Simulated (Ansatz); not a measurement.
Cu12S. Charge 0, multiplicity 1. Geometry r2SCAN-D4/def2-SVP, basis def2-TZVP, Ansatz.

```xyz
13

S     2.7731    0.9870    0.0706
Cu   -2.9461    1.3761   -1.1132
Cu    0.7263   -2.1008    2.6872
Cu   -0.1239    0.1117    2.6022
Cu    0.7147    1.4415    0.8496
Cu   -0.2174   -1.2393    0.6667
Cu   -0.2708    0.0206   -2.9797
Cu    0.0409   -2.0224   -1.5958
Cu   -0.6133    1.6532   -1.2620
Cu   -1.6134   -0.5033   -1.0990
Cu    1.9651   -0.5892    1.4231
Cu    1.1639   -0.0037   -1.1058
Cu   -1.5991    0.8685    0.8561
```

| run | HOMO (eV) | LUMO (eV) |
| --- | --- | --- |
| A | -4.52 | -3.81 |
| B | -4.93 | -3.07 |
| C | -4.50 | -3.71 |
| D | -4.91 | -3.29 |

B3LYP takes the VWN-RPA correlation. Single mean-field runs in def2-TZVP are fitted with def2-universal-jkfit. No other spin state of charge 0 was run. Another isomer (singlet) lies 0.34 eV lower at PBE0-D4/def2-TZVP; other spin states weren't run for this one.

Question: The runs used B3LYP, PBE, PBE0, r2SCAN. Estimate which is which.

Answer: A PBE (0 % exact exchange); B PBE0 (25 % exact exchange); C r2SCAN (0 % exact exchange); D B3LYP (20 % exact exchange). Exact exchange lowers occupied and raises empty levels; among semilocal functionals meta-GGAs tend to open the gap a little, and such runs are hard to tell apart. The gap grows from 0.71 eV (PBE) to 1.86 eV (PBE0). The restricted singlet is unstable towards broken spin symmetry in Hartree–Fock (as tested in another run); at PBE-D4/def2-TZVP, PBE0-D4/def2-TZVP, r2SCAN-D4/def2-TZVP, B3LYP-D4/def2-TZVP this wasn't settled.
